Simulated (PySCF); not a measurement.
GeH4O4. Atoms are numbered in the order given.

```xyz
9

O     -1.1255     0.9782    -0.9269
Ge     0.0000     0.0000     0.0000
O      1.1255    -0.9782    -0.9269
O     -0.9782    -1.1255     0.9269
O      0.9782     1.1255     0.9269
H     -1.9249     0.4873    -1.1491
H      1.9249    -0.4873    -1.1491
H     -0.4873    -1.9249     1.1491
H      0.4873     1.9249     1.1491
```

The structure is a stationary point at PBE0-D3(BJ)/def2-SVP. The isomer is the one that the SMILES or the coordinates give; other isomers of the formula were not compared. The values are those of a single conformer.

The numbers are results of TDA-PBE/def2-SVPD run with PySCF, not measurements.

Vertical excitations; the highest root listed may be one member of a degenerate set. Gas-phase values at a fixed geometry. State labels are in the subgroup C2.

Computed excitation energies, oscillator strengths and character:
```json
[
 {"state": "S1", "symmetry": "B", "energy (eV)": "6.10", "λ (nm)": "203", "f": "0.016", "main pairs": "HOMO→LUMO (degenerate set)"},
 {"state": "S2", "symmetry": "B", "energy (eV)": "6.10", "λ (nm)": "203", "f": "0.016", "main pairs": "HOMO−1→LUMO (degenerate set)"},
 {"state": "S3", "symmetry": "A", "energy (eV)": "6.56", "λ (nm)": "189", "f": "0.000", "main pairs": "HOMO−3→LUMO 100 %"},
 {"state": "S4", "symmetry": "A", "energy (eV)": "6.59", "λ (nm)": "188", "f": "0.114", "main pairs": "HOMO−2→LUMO 96 %"},
 {"state": "S5", "symmetry": "B", "energy (eV)": "7.52", "λ (nm)": "165", "f": "0.077", "main pairs": "HOMO−4→LUMO (degenerate set)"},
 {"state": "S6", "symmetry": "B", "energy (eV)": "7.52", "λ (nm)": "165", "f": "0.077", "main pairs": "HOMO−5→LUMO (degenerate set)"},
 {"state": "S7", "symmetry": "A", "energy (eV)": "7.77", "λ (nm)": "159", "f": "0.000", "main pairs": "HOMO→LUMO+1 38 %, HOMO−1→LUMO+2 38 %, HOMO→LUMO+2 11 %, HOMO−1→LUMO+1 11 %"},
 {"state": "S8", "symmetry": "A", "energy (eV)": "7.78", "λ (nm)": "159", "f": "0.000", "main pairs": "HOMO−1→LUMO+2 45 %, HOMO→LUMO+1 45 %"},
 {"state": "S9", "symmetry": "A", "energy (eV)": "7.85", "λ (nm)": "158", "f": "0.000", "main pairs": "HOMO→LUMO+2 44 %, HOMO−1→LUMO+1 44 %"},
 {"state": "S10", "symmetry": "A", "energy (eV)": "7.92", "λ (nm)": "157", "f": "0.051", "main pairs": "HOMO−1→LUMO+1 30 %, HOMO→LUMO+2 30 %, HOMO−6→LUMO 13 %, HOMO−1→LUMO+2 11 %"},
 {"state": "T1", "symmetry": "B", "energy (eV)": "5.84", "λ (nm)": "212", "f": "0", "main pairs": "HOMO→LUMO (degenerate set)"},
 {"state": "T2", "symmetry": "B", "energy (eV)": "5.84", "λ (nm)": "212", "f": "0", "main pairs": "HOMO−1→LUMO (degenerate set)"},
 {"state": "T3", "symmetry": "A", "energy (eV)": "6.16", "λ (nm)": "201", "f": "0", "main pairs": "HOMO−2→LUMO 99 %"},
 {"state": "T4", "symmetry": "A", "energy (eV)": "6.33", "λ (nm)": "196", "f": "0", "main pairs": "HOMO−3→LUMO 99 %"}
]
```
Triplets are in the Tamm–Dancoff approximation.
